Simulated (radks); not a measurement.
Correlation energies from several functionals, in hartree. Species: P4+ [Ne] 3s1; Li [He] 2s1. Calculated with a radial shooting solver on a logarithmic mesh with Libxc functionals: non-relativistic Kohn-Sham, LDA (Slater exchange, Perdew-Wang correlation), spin-polarised, spherical densities, point nucleus. Every spin shell is full or empty, so the densities are truly spherical. Functionals are evaluated on that one density, not self-consistently.

functional       P4+         Li
PW92        -0.93605   -0.15016
VWN5        -0.94085   -0.15083
PZ          -0.93317   -0.14953
Wigner      -0.55049   -0.10415
Chachiyo    -0.92057   -0.14699
PBE         -0.40661  -0.050761
PW91        -0.45472  -0.056852
AM05        -0.84512   -0.13110
OP (B88)    -0.45204  -0.061758
revTPSS     -0.41724  -0.052013
r2SCAN      -0.40941  -0.046033
B95         -0.49644  -0.053623
Tao-Mo      -0.36897  -0.034351
